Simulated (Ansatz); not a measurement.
One geometry of the cluster B₄P₅⁻, several levels of theory.

```yaml
crystal:
  periodic: [false, false, false]
  atoms:
    - {symbol: B, position_ang: [-0.029308, -0.655384, -1.121516]}
    - {symbol: B, position_ang: [-0.756052, 1.111725, 0.463139]}
    - {symbol: B, position_ang: [0.828124, 1.308210, 0.565960]}
    - {symbol: B, position_ang: [-2.060350, 0.228851, 0.149348]}
    - {symbol: P, position_ang: [-1.336703, 0.661852, -1.522285]}
    - {symbol: P, position_ang: [1.800878, -0.770555, -0.631490]}
    - {symbol: P, position_ang: [-1.143761, -0.746053, 1.439655]}
    - {symbol: P, position_ang: [2.568023, 1.005872, 0.551886]}
    - {symbol: P, position_ang: [0.129149, -2.144518, 0.105293]}
basis:
  gaussian: {orbitals: def2-TZVPD, initial_orbitals: start.molden}
total_charge: -1
hamiltonian: {xc: {name: r2SCAN0}, dispersion: d4}
scf: {omitted_lower_state_checks: [starts]}
output: {orbitals: {seedname: orbitals}}
```

The file start.molden holds the orbitals of an earlier run on this structure, at another level or in another basis.

```sh
$ ansatz run in.yaml --threads 4 --pin off --events-out ev --progress --plain --max-ram 4787MiB
```

Shortened log:

```
Functional definition: r2SCAN0
2120 factors; their error is unknown
mean field evaluation 1: about -49145.4611 eV, gradient 1.1e1 eV
mean field evaluation 2: about -49145.5374 eV, gradient 8.2e-2 eV
mean field evaluation 4: about -49145.6832 eV, gradient 2.2e-4 eV
mean field -49145.68320829 eV, -1806.0705457643 hartree, gradient 1.4e-5 eV, S^2 0.000000; 0 other end points of the search recorded, 0 dependent functions left out
reference -49145.68322108 eV, -1806.0705462340 hartree; 48, 48 occupied and 315, 315 virtual orbitals, 2120 factors
Total energy: -49145.90667132 eV, -1806.0787578789 hartree
Checks for a lower state left out: starts
```

Run time 26 s (4 threads of Arm Neoverse V1 on a shared host), peak host memory 1.7 GiB.

As the first input, with `hamiltonian: {xc: pbe0, dispersion: d4}` (abridged; 28 s):

```
Functional definition: PBE0
mean field -49130.69662481 eV, -1805.5197989793 hartree, gradient 1.7e-5 eV, S^2 0.000000
Total energy: -49131.38653351 eV, -1805.5451526566 hartree
Checks for a lower state left out: starts
```

As the first input, with `gaussian: {orbitals: def2-SVPD, initial_orbitals: start.molden}`, `correlation: {method: ccsd_t}` and without the key `hamiltonian` (abridged; 78 s):

```
Functional definition: HF
mean field evaluation 16: about -49020.7300 eV, gradient 4.7e0 eV
mean field -49028.56340239 eV, -1801.7664722838 hartree, gradient 5.6e-6 eV, S^2 0.000000; unrestricted orbitals would lower it
29 core orbitals not correlated: weight in the atoms' cores, before any rotation towards them, 1.000 or more for the frozen orbitals, at most 0.000 for the correlated occupied ones
second order -27.02751950 eV of doubles, -0.00000000 eV of singles
cycle   1  -26.07283125 eV  change    9.5e-1 eV  update   2.4e-1
cycle   2  -27.28957918 eV  change    -1.2e0 eV  update   8.7e-2
cycle   3  -27.58106888 eV  change   -2.9e-1 eV  update   4.6e-2
cycle   4  -27.56729133 eV  change    1.4e-2 eV  update   1.8e-2
cycle   5  -27.55806312 eV  change    9.2e-3 eV  update   1.1e-2
cycle   6  -27.56147719 eV  change   -3.4e-3 eV  update   4.9e-3
cycle   7  -27.55946634 eV  change    2.0e-3 eV  update   2.3e-3
cycle   8  -27.55933549 eV  change    1.3e-4 eV  update   1.1e-3
cycle   9  -27.56046831 eV  change   -1.1e-3 eV  update   5.7e-4
cycle  10  -27.56042871 eV  change    4.0e-5 eV  update   2.9e-4
cycle  11  -27.56016296 eV  change    2.7e-4 eV  update   1.6e-4
cycle  12  -27.56031676 eV  change   -1.5e-4 eV  update   8.7e-5
cycle  13  -27.56025711 eV  change    6.0e-5 eV  update   4.2e-5
cycle  14  -27.56033307 eV  change   -7.6e-5 eV  update   2.1e-5
cycle  15  -27.56033744 eV  change   -4.4e-6 eV  update   8.3e-6
perturbative correction -2.16659095 eV, -0.0796207487 hartree
Total energy: -49058.29033077 eV, -1802.8589167525 hartree
Checks for a lower state left out: starts
```

First input, but with `hamiltonian: {xc: r2scan, dispersion: d4}` (abridged; 18 s):

```
Functional definition: r2SCAN
mean field -49146.88474545 eV, -1806.1147014402 hartree, gradient 2.0e-5 eV, S^2 0.000000
Total energy: -49147.06265923 eV, -1806.1212396511 hartree
Checks for a lower state left out: starts
```

As the first input, with `hamiltonian: {xc: pbe, dispersion: d4}`, `output: {forces: true, orbitals: {seedname: orbitals}}` (abridged; 11 s):

```
Functional definition: PBE
mean field -49126.95662617 eV, -1805.3823565646 hartree, gradient 1.6e-5 eV, S^2 0.000000
Total energy: -49127.75597991 eV, -1805.4117322728 hartree
Atom 0 force    -0.216235     0.203280     0.196801 eV/Å
Atom 1 force     0.274180    -0.142510    -0.127130 eV/Å
Atom 2 force    -0.287577    -0.243537    -0.186684 eV/Å
Atom 3 force    -0.134406    -0.132739    -0.117317 eV/Å
Atom 4 force     0.027962     0.124562     0.098310 eV/Å
Atom 5 force    -0.186387     0.249658     0.365291 eV/Å
Atom 6 force     0.192186    -0.006421    -0.203699 eV/Å
Atom 7 force     0.194546    -0.202705    -0.112117 eV/Å
Atom 8 force     0.135732     0.150410     0.086543 eV/Å
Dipole moment:     0.036197    -0.255875    -0.127166 e Å
Checks for a lower state left out: starts
```

The first input with `hamiltonian: {xc: {name: B97M-V}}` (abridged; 32 s):

```
Functional definition: B97M-V
mean field -49141.88933578 eV, -1805.9311235211 hartree, gradient 1.4e-5 eV, S^2 0.000000
Total energy: -49141.88940599 eV, -1805.9311261011 hartree
Checks for a lower state left out: starts
```

The first input with `gaussian: {orbitals: def2-SVPD, initial_orbitals: start.molden}`, `hamiltonian: {xc: pbe}`, `correlation: {method: rpa}` and without the key `output` (abridged; 7 s):

```
Functional definition: PBE
mean field -49108.59232859 eV, -1804.7074810761 hartree, gradient 2.5e-6 eV, S^2 0.000000
29 core orbitals not correlated: weight in the atoms' cores, before any rotation towards them, 1.000 or more for the frozen orbitals, at most 0.000 for the correlated occupied ones
Total energy: -49068.90724216 eV, -1803.2490810496 hartree
Checks for a lower state left out: starts
```

Geometry: B3LYP-D4/def2-SVPD.

Correlated methods freeze 29 core orbitals. The restricted singlet is unstable towards broken spin symmetry in Hartree–Fock (as tested in another run); at r2SCAN0-D4/def2-TZVPD, PBE0-D4/def2-TZVPD, r2SCAN-D4/def2-TZVPD, PBE-D4/def2-TZVPD and others this wasn't settled. At CCSD(T)/def2-SVPD T1 of the charge -1 singlet is large (up to 0.027), so the single-reference result is doubtful. At CCSD(T)/def2-SVPD the restricted singlet (for correlated methods, its reference) is unstable: a solution with broken spin symmetry lies lower. Another isomer (singlet) lies 1.37 eV lower at PBE0-D4/def2-TZVPD; other spin states weren't run for this one.
